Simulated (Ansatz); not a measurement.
Total energies of phenacyltetrahydrothiophenium, `O=C(C[S+]1CCCC1)c1ccccc1` from Ansatz at PBE0-D4/def2-SVP, gas phase (1 Eh = 27.2114 eV = 2625.5 kJ/mol). The reference geometry is relaxed at PBE-D4/def2-SVP.

Cartesian coordinates in Å:
```
O -0.2462 0.7678 1.7811
C -0.5628 0.7599 0.5889
C 0.5550 0.4123 -0.4103
S 2.0771 0.3337 0.6047
C 3.2900 -0.3656 -0.6169
C 3.1978 -1.8866 -0.4876
C 3.0312 -2.1766 1.0087
C 1.9092 -1.2743 1.5265
C -1.9112 1.0499 0.0815
C -2.9151 1.3856 1.0227
C -4.2114 1.6698 0.5881
C -4.5194 1.6193 -0.7840
C -3.5300 1.2848 -1.7255
C -2.2290 1.0021 -1.2975
H 0.7226 1.2071 -1.1661
H 0.3931 -0.5517 -0.9352
H 3.0639 0.0514 -1.6169
H 4.2703 0.0315 -0.2855
H 2.3313 -2.2746 -1.0641
H 4.1051 -2.3626 -0.9105
H 3.9766 -1.9626 1.5490
H 2.7775 -3.2369 1.2092
H 0.8943 -1.6529 1.2998
H 1.9535 -1.0182 2.6012
H -2.6478 1.4183 2.0890
H -4.9907 1.9340 1.3181
H -5.5415 1.8445 -1.1242
H -3.7773 1.2471 -2.7965
H -1.4660 0.7435 -2.0478
```

| state | geometry | energy (Eh) |
| --- | --- | --- |
| charge 1 singlet | reference | -938.22501 |
| charge 0 doublet | reference | -938.36660 |
| charge 0 doublet | relaxed at PBE-D4/def2-SVP | -938.41530 |

(1) Work out the vertical electron affinity, to the doublet.

(2) How much does the charge 0 doublet relax, and what is the adiabatic electron affinity?

(1) E(charge 1 singlet) − E(charge 0 doublet) = -938.22501 − (-938.36660) = 0.14159 Eh = 3.85 eV.

(2) Relaxation: -938.36660 − (-938.41530) = 0.04870 Eh = 1.33 eV. Adiabatic electron affinity: 0.19029 Eh = 5.18 eV, without zero-point energy. Bonds change on the way (1 lost, 0 formed), so the relaxed form is another species.
